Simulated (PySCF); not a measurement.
Trends in electronic spectra. Computed with TDDFT B3LYP/def2-SVPD, vertical, gas phase, core orbitals frozen in the response in PySCF 2.14.0, density-fitted response routines. Geometries: GFN2-xTB; one conformer of each isolated species. Triplets are in the Tamm–Dancoff approximation.

Question: Rank by computed lowest triplet energy, lowest first.
A. `C=C(C#N)/C(F)=C/CC` (C7H8FN)
B. `CC(Cl)(Cl)Cl` (C2H3Cl3)
C. `C=CC[P@H](=O)CC` (C5H11OP)
D. `P` (PH3)
E. `O=Cc1ccc(C(=O)Cl)o1` (C6H3ClO3)
F. `C1O[C@@H](CC=1)C(C#N)(F)F` (C6H5F2NO)
G. `C=C/C(=C/C)C(=O)Cl` (C6H7ClO)
H. `CC(C)[C@@H]1C[P@@H]1=O` (C5H11OP)

Answer: E (2.74 eV), A (2.94 eV), G (3.14 eV), F (4.10 eV), C (4.35 eV), H (5.48 eV), B (5.65 eV), D (6.11 eV).

```tsv
SMILES	T1 (eV)	first f ≥ 0.01 (nm)	LUMO (eV)	f (S1)	α (au)	S1 (eV)	S1 mainly
O=Cc1ccc(C(=O)Cl)o1	2.74	279	-3.42	0.000	102.0	3.38	H-1→L (92%)
C=C(C#N)/C(F)=C/CC	2.94	253	-2.19	0.396	95.7	4.90	H→L (89%)
C=C/C(=C/C)C(=O)Cl	3.14	291	-1.95	0.043	94.2	4.27	H→L (81%)
N#CC(F)(F)[C@@H]1CC=CO1	4.10	204	-0.90	0.003	73.3	4.98	H→L (98%)
C=CC[P@H](=O)CC	4.35	209	-0.61	0.108	88.2	5.93	H→L (87%)
CC(C)[C@@H]1C[P@@H]1=O	5.48	188	0.15	0.009	85.0	5.93	H→L (85%)
CC(Cl)(Cl)Cl	5.65	189	-1.11	0.000	68.2	6.15	H→L (98%)
P	6.11	173	0.60	0.141	28.8	7.18	H→L (100%)
```

H and L stand for HOMO and LUMO.

- `O=Cc1ccc(C(=O)Cl)o1`: Löwdin shares by element: HOMO carbon 57% or more, oxygen 10% or more (atoms not listed hold the other 33%); LUMO oxygen 27% or more, carbon 25% or more (atoms not listed hold the other 48%).
- `C=C(C#N)/C(F)=C/CC`: Löwdin shares by element: HOMO carbon 75% or more (atoms not listed hold the other 25%); LUMO carbon 64% or more, nitrogen 8% (atoms not listed hold the other 28%).
- `C=C/C(=C/C)C(=O)Cl`: Löwdin shares by element: HOMO carbon 80% or more (atoms not listed hold the other 20%); LUMO carbon 55% or more, oxygen 21% (atoms not listed hold the other 24%).
- `N#CC(F)(F)[C@@H]1CC=CO1`: Löwdin shares by element: HOMO carbon 60% or more, oxygen 25% (atoms not listed hold the other 15%); LUMO carbon 40% or more, nitrogen 32%, fluorine 9% or more (atoms not listed hold the other 19%).
- `C=CC[P@H](=O)CC`: Löwdin shares by element: HOMO carbon 40% or more, oxygen 36% (atoms not listed hold the other 24%); LUMO carbon 70% or more, hydrogen 6% or more (atoms not listed hold the other 24%).
- `CC(C)[C@@H]1C[P@@H]1=O`: Löwdin shares by element: HOMO oxygen 38%, carbon 31% or more, phosphorus 19%; LUMO carbon 19% or more, phosphorus 18%, oxygen 12% (atoms not listed hold the other 51%).
- `CC(Cl)(Cl)Cl`: Löwdin shares by element: HOMO chlorine 100%; LUMO chlorine 73%, carbon 24% or more.
- `P`: Löwdin shares by element: HOMO phosphorus 71%, hydrogen 29%; LUMO phosphorus 59%, hydrogen 41%.
